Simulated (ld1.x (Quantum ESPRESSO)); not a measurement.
# Cutoff test, Pd (Z = 46), TM

- Element: palladium
- Generator: ld1.x (Quantum ESPRESSO) 7.5
- Type: norm-conserving Troullier–Martins (Kleinman–Bylander form)
- Functional: PBE
- Relativity: scalar-relativistic
- Frozen core: [Ar] 3d10 4s2
- Valence charge: 16
- Reference configuration: 4p6 4d10 5s0 5p0
- Partial waves: 4p (bound): rc 1.30 bohr; 4d (bound): rc 1.85 bohr; 5s (bound, empty): rc 2.75 bohr
- Local potential: the s channel
- Core correction: none

The pseudo-atom Hamiltonian at the reference potential is diagonalised in spherical Bessel functions j_l(qr) that vanish at 20 bohr, with q² up to the cutoff. All-electron valence levels (Ry): 4p -3.7630, 5p -0.0230, 4d -0.2975, 5s -0.2442.

Question: How do the lowest levels (Ry) of each channel move with the cutoff, and are there ghosts?

Answer:

```csv
cutoff (Ry),p #1,p #2,p #3,d #1,d #2,s #1,s #2,f #1,Σ f·Δε (mRy)
8,-1.5531,0.0038,0.0847,0.0660,0.1542,-0.2419,0.0220,0.1140,16894.5
12,-2.7073,-0.0053,0.0771,0.0658,0.1523,-0.2429,0.0219,0.1140,9966.8
18,-3.5284,-0.0080,0.0753,0.0637,0.1348,-0.2440,0.0218,0.1140,5019.7
30,-3.7282,-0.0084,0.0750,-0.1611,0.0691,-0.2441,0.0218,0.1140,1572.7
40,-3.7321,-0.0084,0.0750,-0.2790,0.0684,-0.2441,0.0218,0.1140,370.6
50,-3.7473,-0.0085,0.0750,-0.2959,0.0683,-0.2442,0.0218,0.1140,110.0
60,-3.7572,-0.0085,0.0749,-0.2973,0.0683,-0.2442,0.0218,0.1140,36.6
80,-3.7621,-0.0085,0.0749,-0.2974,0.0683,-0.2442,0.0218,0.1140,6.5
110,-3.7626,-0.0085,0.0749,-0.2975,0.0683,-0.2442,0.0218,0.1140,2.7
140,-3.7630,-0.0085,0.0749,-0.2975,0.0683,-0.2442,0.0218,0.1140,0.2
180,-3.7630,-0.0085,0.0749,-0.2975,0.0683,-0.2442,0.0218,0.1140,0.1
400,-3.7630,-0.0085,0.0749,-0.2975,0.0683,-0.2442,0.0218,0.1140,0.0
```

Result: no extra level below or beside the all-electron valence levels (p, d, s, f tested); 10 mRy is reached at 80 Ry and 1 mRy at 140 Ry.

Its largest configuration-test error is -750 meV.
